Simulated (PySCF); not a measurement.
## Correlation energy of Li⁻ (lithium, charge -1)

[He] 2s2, closed-shell 1S. All numbers are calculated (PySCF 2.14, scalar relativity by spin-free X2C-1e, in aug-cc-pCVTZ-DK with one added diffuse shell each of s, p, d, f type (8s7p5d3f, 75 functions)). Frozen: 1s2; 2 electrons correlated.

With two correlated electrons CCSD is exact within the correlated space (frozen core and kept virtual orbitals).

```csv
level,correlation energy (mhartree)
CCSD,-27.14
```

Diagnostics: T1 = 0.058, D1 = 0.0824, largest double amplitude 0.124.

Is a single reference adequate?

Not fully. T1 exceeds 0.03, a sign that the reference determinant is poor.
